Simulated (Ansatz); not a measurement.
`F[Si](F)(F)[AlH2]`, one more setting.

```yaml
crystal:
  periodic: [false, false, false]
  atoms:
    - {symbol: F, position_ang: [0.535164, -0.899353, 1.997291]}
    - {symbol: Si, position_ang: [0.541831, -0.806415, 0.315181]}
    - {symbol: F, position_ang: [-0.469624, -2.063433, -0.109340]}
    - {symbol: F, position_ang: [2.005517, -1.017968, -0.091629]}
    - {symbol: Al, position_ang: [-0.673666, 1.180236, -0.504572]}
    - {symbol: H, position_ang: [-1.226179, 2.270286, 0.469245]}
    - {symbol: H, position_ang: [-0.893384, 1.129409, -2.059118]}
basis:
  gaussian: {orbitals: pcseg-2}
hamiltonian: {xc: {name: SPW92}}
```

```sh
$ ansatz run in.yaml --threads 2 --pin off --events-out ev --progress --plain --max-ram 4352MiB
```

It prints (some lines left out):

```
Functional definition: SPW92
1087 factors; their error is unknown
mean field evaluation 1: about -22549.9948 eV, gradient 5.6e1 eV
mean field evaluation 2: about -22533.2038 eV, gradient 1.2e2 eV
mean field evaluation 4: about -22554.6684 eV, gradient 7.1e0 eV
mean field evaluation 8: about -22554.7378 eV, gradient 1.8e-1 eV
mean field evaluation 16: about -22554.6951 eV, gradient 4.4e-5 eV
mean field -22554.69510577 eV, -828.8697570157 hartree, gradient 4.4e-5 eV, S^2 0.000000; 0 other end points of the search recorded, 0 dependent functions left out
reference -22554.69515207 eV, -828.8697587170 hartree; 28, 28 occupied and 158, 158 virtual orbitals, 1087 factors
Total energy: -22554.69515207 eV, -828.8697587170 hartree
```

Run time 1.4 s (2 threads of an Arm Neoverse V1 on a shared host); peak host memory 0.39 GiB.
